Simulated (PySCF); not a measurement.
How methods differ on the excitation energy of In

In [Kr] 4d10 5s2 5p1 (2P) → In [Kr] 4d10 5s1 5p2 (4P), as a difference of total energies. Calculation: PySCF 2.14, in x2c-QZVPPall (13s9p7d4f1g, 112 functions); scalar relativity by spin-free X2C-1e. Correlated levels: valence: [Kr] 4d10 frozen; valence and next inner shell: [Ar] 3d10 frozen. The calculations carry no spin-orbit coupling.

| method | excitation energy (eV) | error (eV) |
| --- | --- | --- |
| UHF | 2.888 | -1.462 |
| LDA | 4.884 | +0.534 |
| PBE | 4.656 | +0.306 |
| PBE0 | 4.322 | -0.028 |
| r2SCAN | 4.213 | -0.137 |
| B3LYP | 4.735 | +0.385 |
| PBEsol | 4.612 | +0.262 |
| MP2 (valence) | 3.547 | -0.803 |
| SCS-MP2 (valence) | 3.799 | -0.551 |
| MP2 (valence and next inner shell) | 4.418 | +0.068 |
| SCS-MP2 (valence and next inner shell) | 4.541 | +0.191 |

Reference: 4.350 eV (measured; NIST levels, between the centres of gravity of the two terms).

Errors of the correlated levels include the incompleteness of this basis and the frozen core.
